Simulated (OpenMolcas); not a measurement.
**Ru5+ in a point-charge field**

Ru5+ among 5 point charges of -1 e arranged as a trigonal bipyramid (D3h), 2.19 Å from the ion, with the axial distance 1.774 Å.
```
   2.1900    0.0000    0.0000  -1.00
  -1.0950    1.8966    0.0000  -1.00
  -1.0950   -1.8966    0.0000  -1.00
   0.0000    0.0000    1.7739  -1.00
   0.0000    0.0000   -1.7739  -1.00
```

```
Program             : OpenMolcas
Method              : SS-CASPT2, IPEA 0.25 Eh, imaginary shift 0.1 Eh (closed shells correlated: 4s 4p)
Basis               : ANO-RCC-VDZP [6s5p3d1f]
Scalar Hamiltonian  : DKH2, point nucleus
Active space        : 3 electrons in 5 orbitals (4d)
State averaging     : 2S+1 = 4 even, 10 roots; 2S+1 = 2 even, 40 roots
Spin-orbit coupling : RASSI with atomic mean-field integrals over the reference wave functions
```

The lowest spin-free states (labels of D3, the rotations of D3h), above the lowest:

```tsv
State	Degeneracy	E (cm-1)	Free-ion L (%)
4E	2	0	F (91)
4E	2	83	F (100)
4A2	1	2730	F (98)
2S+1 = 4	2	4930	F (100)
4E	2	13740	P (91)
2E	2	14880	G (97)
2A2	1	15280	G (83)
2A1	1	15290	G (83)
2E	2	15450	G (82)
2E	2	15960	G (82)
2E	2	16300	H (100)
2A1	1	16830	G (95)
2E	2	17700	D (46)
2A2	1	18900	P (86)
4A2	1	20600	P (98)
2E	2	20690	D (47)
2A1	1	21070	D (95)
2E	2	21130	H (97)
2E	2	23580	H (50)
2A1	1	23970	H (84)
```

The lowest levels with spin-orbit coupling:

| E (cm-1) | Degeneracy | Label | 2S+1 | g |
| --- | --- | --- | --- | --- |
| 0 | 2 | E1/2 | 4 | 0.62 0.84 0.84 |
| 660 | 2 | E3/2 | 4 | 0.00 0.00 2.87 |
| 1450 | 2 | E1/2 | 4 | 2.62 2.62 2.78 |
| 1950 | 2 | E1/2 | 4 | 0.00 0.00 6.68 |
| 2950 | 2 | E1/2 | 4 | 0.01 3.94 3.94 |
| 3270 | 2 | E3/2 | 4 | 0.00 0.00 3.24 |
| 3940 | 2 | E1/2 | 4 | 0.00 0.00 9.88 |
| 4260 | 2 | E1/2 | 4 | 0.00 0.00 7.09 |
| 5690 | 2 | E3/2 | 4 | 0.00 0.00 1.34 |
| 6120 | 2 | E3/2 | 4 | 0.00 0.00 4.54 |
| 6380 | 2 | E1/2 | 4 | 1.84 6.09 6.09 |
| 7280 | 2 | E1/2 | 4 | 0.00 0.00 4.21 |
| 8440 | 2 | E1/2 | 4 | 0.00 0.00 8.03 |
| 9400 | 2 | E3/2 | 4 | 0.00 0.00 11.86 |
| 14740 | 2 | E1/2 | 4 (78 %) | 2.72 2.75 2.75 |
| 15560 | 2 | E1/2 | 4 (88 %) | 1.07 2.56 2.56 |
| 16110 | 2 | E3/2 | 4 (90 %) | 0.00 0.00 4.00 |
| 16660 | 2 | E1/2 | 2 | 0.07 0.07 6.22 |
| 16710 | 2 | E3/2 | 2 | 0.00 0.00 8.89 |
| 16770 | 2 | E1/2 | 2 (81 %) | 0.07 0.07 5.80 |

Powder χT (cm3 K/mol): 0.0574 at 2 K, 0.06 at 10 K, 0.0733 at 50 K, 0.0898 at 100 K, 0.125 at 200 K, 0.167 at 300 K. The effective moment at 300 K is 2.828 √(χT) = 1.16 μB.

The lowest level has 2S+1 = 4, for which the spin-only value is χT = S(S+1) / 2 = 1.875 cm3 K/mol (g = 2). The computed 0.167 at 300 K differs by -1.708, through orbital momentum, spin-orbit coupling and any other state in reach.

Roots that are degenerate in the reference are averaged as groups; the widest CASPT2 spread within a group is 57 cm-1 (the 2-fold group of multiplicity 4 near 83.5 cm-1 above the lowest state of its run). Shifts and gaps below about the spread of the groups concerned are not significant. Spin-orbit coupling mixes the spin-free states strongly: the lowest level takes only 48 % from its leading state, 4E, which lies 83 cm-1 above the lowest spin-free state. The ground term spreads over less than 5000 cm-1, several times less than with real ligands, so orbital moments are less quenched and χT lies further from the spin-only value than at real sites. Free-ion shares, where given, are those of the reference states; single-state CASPT2 does not remix them. This is an electrostatic model: the charges have no orbitals. An unlabelled pair can be two single states that coincide in this model. No measured value stands beside these numbers.
